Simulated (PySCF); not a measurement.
CH2N, SMILES [N]=C, multiplicity 2.

Coordinates come from a PBE0-D3(BJ)/def2-TZVPD optimisation. The isomer is the one that the SMILES or the coordinates give; other isomers of the formula were not compared.

Level of theory: PBE0-D3(BJ)/def2-TZVPD run with PySCF.

Harmonic, unscaled wavenumbers; measured fundamentals usually lie a few per cent lower.

| mode | ν (cm⁻¹) | IR (km/mol) | moving atoms (share of kinetic energy) |
|---|---|---|---|
| 1 | 927 | 8.0 | H 73 %, C 19 %, N 8 % |
| 2 | 997 | 34.7 | H 72 %, C 26 % |
| 3 | 1369 | 17.7 | H 93 % |
| 4 | 1746 | 0.9 | C 53 %, N 44 % |
| 5 | 2989 | 0.1 | H 96 % |
| 6 | 3052 | 6.9 | H 90 %, C 10 % |
